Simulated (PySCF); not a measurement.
Job file and geometry (Å, from GFN2-xTB) of an NMR shielding run on `InChI=1S/C6H10B2S/c1-3-4-6(2)8-9-5-7/h1,4,8H,5,7H2,2H3/b6-4-`, GIAO PBE0/pcSseg-1 NMR shielding, non-relativistic, gas phase (PySCF 2.14.0, density-fitted response routines); density fitting, a coarse starting grid and PySCF grid level 2 are the driver's defaults:

```
$ OMP_NUM_THREADS=1 python probes_run.py task.json out

{"job": {"kind": "nmr", "xc": "PBE0", "basis": "pcSseg-1"}, "charge": 0, "multiplicity": 1}
B      2.554554     1.399635    -0.015989
C      2.472175     0.965876    -1.512546
S      1.772669    -0.457591    -0.582672
B      0.049601    -0.004206    -0.378506
C     -0.864843    -0.910068     0.472869
C     -0.300068    -2.147398     1.114251
C     -2.169302    -0.615544     0.674452
C     -2.837147     0.501979     0.149655
C     -3.467967     1.437926    -0.266438
H      1.717945     2.087341     0.438176
H      3.530648     1.183544     0.595831
H      1.738301     1.372538    -2.197889
H      3.354402     0.620589    -2.039128
H     -0.349071     0.949841    -0.920696
H      0.505986    -1.878086     1.796323
H     -1.057014    -2.700100     1.667549
H      0.128679    -2.798850     0.353384
H     -2.793648    -1.261976     1.284826
H     -3.995703     2.263801    -0.640914
```

Q: Write the output of this run.

A: 
```
coarse grid: 16512 points
cycle   1  E = -681.8021372445  dE =  1.136e+00  |g| = 4.289e-01  |ddm| = 4.117e+00
cycle   2  E = -681.8078259734  dE = -5.689e-03  |g| = 4.135e-01  |ddm| = 9.754e-01
cycle   3  E = -681.8536355375  dE = -4.581e-02  |g| = 7.180e-02  |ddm| = 4.664e-01
cycle   4  E = -681.8547478559  dE = -1.112e-03  |g| = 3.133e-02  |ddm| = 9.694e-02
cycle   5  E = -681.8549643348  dE = -2.165e-04  |g| = 1.385e-02  |ddm| = 3.621e-02
cycle   6  E = -681.8550092313  dE = -4.490e-05  |g| = 4.410e-03  |ddm| = 1.471e-02
cycle   7  E = -681.8550138445  dE = -4.613e-06  |g| = 1.285e-03  |ddm| = 3.981e-03
final grid: 155136 points
cycle   8  E = -681.9100791086  dE = -5.109e-05  |g| = 9.497e-03  |ddm| = 5.993e-02
cycle   9  E = -681.9100678347  dE =  1.127e-05  |g| = 1.155e-02  |ddm| = 1.990e-02
cycle  10  E = -681.9101022405  dE = -3.441e-05  |g| = 1.582e-03  |ddm| = 1.210e-02
cycle  11  E = -681.9101029190  dE = -6.785e-07  |g| = 5.335e-04  |ddm| = 2.030e-03
cycle  12  E = -681.9101029898  dE = -7.082e-08  |g| = 1.885e-04  |ddm| = 6.044e-04
cycle  13  E = -681.9101029979  dE = -8.073e-09  |g| = 6.719e-05  |ddm| = 1.886e-04
cycle  14  E = -681.9101029989  dE = -9.991e-10  |g| = 2.548e-05  |ddm| = 7.022e-05
converged SCF energy = -681.9101029989

GIAO shielding tensors (ppm)
atom      isotropic    diamagn.    paramagn.     s11        s22        s33       span
  0 B      106.705     192.818     -86.113     78.923     96.575    144.617     65.694
  1 C      150.475     257.610    -107.135    121.944    138.436    191.046     69.102
  2 S      650.976    1061.911    -410.935    352.673    631.046    969.208    616.534
  3 B       35.177     195.651    -160.474    -12.177     14.875    102.833    115.009
  4 C       25.697     262.602    -236.905   -101.651      0.634    178.108    279.759
  5 C      160.478     247.820     -87.342    146.183    152.821    182.429     36.246
  6 C       46.185     255.284    -209.099    -55.230     58.237    135.548    190.777
  7 C       99.884     253.135    -153.252      0.299      2.687    296.665    296.366
  8 C       87.870     261.955    -174.086     36.426     42.957    184.226    147.800
  9 H       28.767      29.890      -1.123     25.682     27.886     32.733      7.050
 10 H       28.696      30.539      -1.843     25.576     27.156     33.357      7.781
 11 H       28.994      32.594      -3.600     23.688     26.464     36.830     13.142
 12 H       28.890      30.281      -1.391     23.639     25.546     37.486     13.847
 13 H       25.131      33.455      -8.324     19.368     23.534     32.491     13.123
 14 H       29.339      30.372      -1.033     24.905     29.748     33.363      8.458
 15 H       29.899      29.246       0.653     25.889     28.826     34.983      9.095
 16 H       29.363      29.843      -0.481     24.867     29.701     33.520      8.654
 17 H       25.026      28.536      -3.510     21.951     24.193     28.935      6.984
 18 H       28.431      35.240      -6.809     24.706     25.444     35.143     10.437
```

Size and cost of the density-fitted run: 210 basis functions, 95 s wall time on 1 thread of an Arm Neoverse N1, shared host; peak memory 0.94 GiB.
